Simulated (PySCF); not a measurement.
C4H6BFO, SMILES C1COB(CC=1)F.

Coordinates come from a B3LYP-D3(BJ)/def2-SVP optimisation. The structure was generated by enumeration, and PubChem lists no compound with its InChIKey, so it may never have been made. The values are those of a single conformer.

Two levels are set side by side: PBE/def2-TZVP (PySCF) and CAM-B3LYP/def2-TZVP (PySCF). Same geometry, gas phase. Differences are taken from unrounded values.

```tsv
quantity	PBE
orbital gap (eV)	5.33
highest occupied level (eV)	-6.19
lowest empty level (eV)	-0.87
dipole moment (D)	2.44
mean polarisability (bohr³)	62.2
```

Problem. These are the PBE values. What does CAM-B3LYP give? (An estimate is asked for; the answer gives what the named calculation found.)

Solution. 
| quantity | CAM-B3LYP | PBE minus CAM-B3LYP |
|---|---|---|
| orbital gap (eV) | 10.00 | -4.67 |
| highest occupied level (eV) | -8.68 | 2.48 |
| lowest empty level (eV) | 1.32 | -2.19 |
| dipole moment (D) | 2.67 | -0.24 |
| mean polarisability (bohr³) | 59.6 | 2.6 |

Without exact exchange PBE keeps part of each electron's self-repulsion, which lifts occupied levels and narrows the gap. Loosely held outer electrons make PBE densities more polarisable. Differences between two approximate levels are no errors against the true value.

Rough cost on one machine, each run with all the roots and properties that it gave: CAM-B3LYP against PBE within a factor of 2.
